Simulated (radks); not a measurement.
Values are calculated unless marked as measured or tabulated.
Neutral helium inside a hard spherical wall (all orbitals vanish at R), configuration held at [He] and not refilled when levels cross. Code: a radial shooting solver on a logarithmic mesh with Libxc functionals. Model: scalar-relativistic Kohn-Sham, LDA (Slater exchange, VWN5 correlation), spin-polarised, spherical densities, finite nucleus; Gaussian nuclear charge, rms radius 1.6755 fm. Eigenvalues in eV for spin up, with the zero of energy where the potential of the charges vanishes at infinity; a dash marks a level that is unbound or too diffuse for the functional's potential to be trusted. A positive occupied level is held by the wall or, in an anion where self-interaction has pushed it up, behind a barrier. The pressure on the wall is -dE/dV.

| R (bohr) | E (hartree) | kinetic (hartree) | e(1s) | e(2s, empty) | e(2p, empty) | pressure (GPa) |
|---|---|---|---|---|---|---|
| free | -2.83497 | 2.768 | -15.523 | - | - | 0 |
| 20 | -2.83497 | 2.768 | -15.523 | 0.240 | 0.622 | < 0.0001 |
| 10 | -2.83497 | 2.768 | -15.523 | 1.098 | 1.993 | < 0.0001 |
| 7 | -2.83496 | 2.768 | -15.521 | 2.752 | 3.698 | 0.000868 |
| 4 | -2.83020 | 2.803 | -15.190 | 13.165 | 11.214 | 1.45 |
| 2.5 | -2.72461 | 3.243 | -11.331 | 47.730 | 31.554 | 88.4 |
| 1.5 | -1.78139 | 5.582 | 9.959 | 171.19 | 98.640 | 2690 |
